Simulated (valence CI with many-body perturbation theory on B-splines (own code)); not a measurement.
## E1 line list for Dy⁶¹⁺

Calculated by relativistic CI+MBPT: three valence electrons over a frozen Dirac-Fock core [He], a basis of 11 s, 11 p, 10 d, 8 f, 5 g, 2 h functions for each j, with the one-electron correlation potential Σ1, the two-electron term Σ2, the three-electron term Σ3, Breit, model QED; selected CI, second order for the rest, scaled by the run's own slope (own B-spline code, finite nucleus).

The last digits are not significant, and no measured levels were compared; by estimate large intervals hold to a few tenths of a per cent, small ones and those within an open d or f shell to about a per cent.

Lines 201 to 250 of 576 in falling wavelength, among levels below 11812 eV, chosen from the strongest by gf and those to the six lowest levels. Wavelengths and rates use the calculated energies. Electric multipoles are in the length gauge with retardation, E1 and E2 with the static RPA response of the core. Weak lines are less certain than strong ones. Lines between different terms over intervals too small for the method are left out, as are lines whose strength nearly cancels.

Levels are named by their leading jj configuration (3d3/2^4 stands for four electrons in 3d with j = 3/2), which in mixed levels can hold well under half, so a name can repeat and another be missing. Letters in brackets count levels of one name in rising energy.

| λ vac (nm) | Upper | Lower | A (s⁻¹) | S (a.u.) |
| --- | --- | --- | --- | --- |
| 1.117 | (2s 2p3/2 3s) J=1/2 | (2s^2 3s) J=1/2 | 4.01e+12 | 5.52e-03 |
| 1.116 | (2p3/2^2 3p3/2) J=3/2 [b] | (2s 2p3/2 3p3/2) J=5/2 [b] | 2.56e+12 | 7.02e-03 |
| 1.116 | (2s 2p3/2 3p1/2) J=3/2 [b] | (2s^2 3p1/2) J=1/2 | 3.79e+12 | 1.04e-02 |
| 1.115 | (2p1/2 2p3/2 3d3/2) J=3/2 [a] | (2s 2p1/2 3d3/2) J=3/2 [a] | 2.26e+12 | 6.18e-03 |
| 1.115 | (2p1/2 2p3/2 3p3/2) J=5/2 [b] | (2s 2p1/2 3p3/2) J=3/2 [b] | 1.33e+12 | 5.46e-03 |
| 1.115 | (2s 2p3/2 3d5/2) J=5/2 [b] | (2s^2 3d5/2) J=5/2 | 3.61e+12 | 1.48e-02 |
| 1.115 | (2p3/2^2 3s) J=1/2 | (2s 2p3/2 3s) J=1/2 | 2.11e+12 | 2.89e-03 |
| 1.114 | (2p3/2^2 3d5/2) J=5/2 [b] | (2s 2p3/2 3d5/2) J=7/2 [b] | 2.51e+12 | 1.03e-02 |
| 1.114 | (2p1/2 2p3/2 3d3/2) J=5/2 [a] | (2s 2p1/2 3d3/2) J=3/2 [a] | 1.25e+12 | 5.13e-03 |
| 1.114 | (2s 2p3/2 3d3/2) J=1/2 [b] | (2s^2 3d3/2) J=3/2 | 3.51e+12 | 4.78e-03 |
| 1.113 | (2p3/2^2 3p3/2) J=5/2 | (2s 2p3/2 3p3/2) J=3/2 [a] | 9.43e+11 | 3.85e-03 |
| 1.113 | (2p1/2 2p3/2 3p1/2) J=3/2 [a] | (2s 2p1/2 3p1/2) J=1/2 [a] | 1.61e+12 | 4.38e-03 |
| 1.113 | (2p1/2 2p3/2 3d5/2) J=1/2 | (2s 2p1/2 3d5/2) J=3/2 | 2.77e+12 | 3.78e-03 |
| 1.113 | (2p1/2 2p3/2 3d5/2) J=7/2 [b] | (2s 2p1/2 3d5/2) J=7/2 | 1.36e+12 | 7.40e-03 |
| 1.112 | (2p1/2 2p3/2 3p3/2) J=5/2 [b] | (2s 2p1/2 3p3/2) J=5/2 | 1.18e+12 | 4.80e-03 |
| 1.112 | (2s 2p3/2 3p3/2) J=3/2 [b] | (2s^2 3p3/2) J=3/2 | 3.77e+12 | 1.02e-02 |
| 1.112 | (2s 2p3/2 3s) J=3/2 [b] | (2s^2 3s) J=1/2 | 3.76e+12 | 1.02e-02 |
| 1.112 | (2s 2p3/2 3d5/2) J=3/2 [b] | (2s^2 3d5/2) J=5/2 | 3.98e+12 | 1.08e-02 |
| 1.112 | (2p1/2 2p3/2 3d5/2) J=3/2 [a] | (2s 2p1/2 3d5/2) J=5/2 [a] | 1.21e+12 | 3.29e-03 |
| 1.112 | (2p1/2 2p3/2 3s) J=3/2 [a] | (2s 2p1/2 3s) J=1/2 [a] | 2.20e+12 | 5.97e-03 |
| 1.110 | (2p1/2 2p3/2 3d5/2) J=5/2 [a] | (2s 2p1/2 3d5/2) J=5/2 [a] | 1.02e+12 | 4.13e-03 |
| 1.110 | (2p1/2 2p3/2 3d3/2) J=1/2 [a] | (2s 2p1/2 3d3/2) J=3/2 [a] | 2.92e+12 | 3.94e-03 |
| 1.109 | (2s 2p3/2 3p3/2) J=1/2 [b] | (2s^2 3p3/2) J=3/2 | 3.72e+12 | 5.00e-03 |
| 1.106 | (2p3/2^2 3d3/2) J=3/2 [a] | (2s 2p3/2 3d3/2) J=3/2 [a] | 1.28e+12 | 3.42e-03 |
| 1.106 | (2p3/2^2 3s) J=3/2 | (2s 2p3/2 3s) J=3/2 [a] | 2.44e+12 | 6.51e-03 |
| 1.104 | (2p3/2^2 3d3/2) J=7/2 | (2s 2p3/2 3d3/2) J=7/2 | 2.34e+12 | 1.24e-02 |
| 1.103 | (2s 2p3/2 3d5/2) J=3/2 [a] | (2s^2 3d3/2) J=3/2 | 1.78e+12 | 4.73e-03 |
| 1.102 | (2p3/2^2 3p3/2) J=7/2 | (2s 2p3/2 3p3/2) J=7/2 | 2.52e+12 | 1.33e-02 |
| 1.101 | (2p3/2^2 3p1/2) J=3/2 | (2s 2p3/2 3p1/2) J=3/2 [a] | 2.69e+12 | 7.10e-03 |
| 1.101 | (2p3/2^2 3p1/2) J=5/2 | (2s 2p3/2 3p1/2) J=5/2 | 2.77e+12 | 1.10e-02 |
| 1.100 | (2p3/2^2 3d3/2) J=3/2 [a] | (2s 2p3/2 3d3/2) J=5/2 [a] | 1.09e+12 | 2.88e-03 |
| 1.100 | (2p3/2^2 3d5/2) J=7/2 | (2s 2p3/2 3d5/2) J=9/2 | 7.57e+11 | 3.98e-03 |
| 1.099 | (2p3/2^2 3d5/2) J=9/2 | (2s 2p3/2 3d5/2) J=9/2 | 2.35e+12 | 1.54e-02 |
| 1.099 | (2p1/2 2p3/2^2) J=3/2 | (2s 2p1/2 2p3/2) J=5/2 | 3.49e+11 | 9.14e-04 |
| 1.099 | (2s 2p1/2 2p3/2) J=1/2 | (2s^2 2p1/2) J=1/2 | 4.41e+12 | 5.77e-03 |
| 1.099 | (2p3/2^2 3d3/2) J=5/2 | (2s 2p3/2 3d3/2) J=5/2 [a] | 1.59e+12 | 6.23e-03 |
| 1.097 | (2s 2p1/2 2p3/2) J=3/2 [b] | (2s^2 2p1/2) J=1/2 | 3.89e+12 | 1.01e-02 |
| 1.094 | (2p1/2 2p3/2 3d5/2) J=5/2 [b] | (2s 2p1/2 3d5/2) J=5/2 [a] | 7.24e+11 | 2.80e-03 |
| 1.093 | (2p3/2^2 3s) J=5/2 | (2s 2p3/2 3s) J=5/2 | 2.71e+12 | 1.05e-02 |
| 1.092 | (2p3/2^2 3d5/2) J=5/2 [a] | (2s 2p3/2 3d5/2) J=7/2 [a] | 1.38e+12 | 5.32e-03 |
| 1.092 | (2p1/2 2p3/2^2) J=1/2 | (2s 2p1/2 2p3/2) J=3/2 [b] | 4.54e+12 | 5.83e-03 |
| 1.090 | (2p1/2 2p3/2^2) J=1/2 | (2s 2p1/2 2p3/2) J=1/2 | 2.06e+12 | 2.63e-03 |
| 1.087 | (2p1/2^2 2p3/2) J=3/2 | (2s 2p1/2^2) J=1/2 | 2.89e+12 | 7.32e-03 |
| 1.087 | (2s 2p3/2^2) J=1/2 | (2s^2 2p3/2) J=3/2 | 3.52e+12 | 4.46e-03 |
| 1.086 | (2s 2p3/2^2) J=3/2 | (2s^2 2p3/2) J=3/2 | 6.35e+12 | 1.61e-02 |
| 1.085 | (2p3/2^2 3p3/2) J=3/2 [a] | (2s 2p3/2 3p3/2) J=5/2 [a] | 1.13e+12 | 2.86e-03 |
| 1.078 | (2p1/2 2p3/2^2) J=5/2 | (2s 2p1/2 2p3/2) J=5/2 | 2.84e+12 | 1.05e-02 |
| 1.064 | (2p1/2 2p3/2^2) J=3/2 | (2s 2p1/2 2p3/2) J=3/2 [a] | 3.12e+12 | 7.41e-03 |
| 1.045 | (2p3/2^3) J=3/2 | (2s 2p3/2^2) J=5/2 | 1.80e+12 | 4.05e-03 |
| 1.044 | (2p1/2 2p3/2^2) J=5/2 | (2s 2p1/2 2p3/2) J=3/2 [a] | 6.05e+10 | 2.04e-04 |
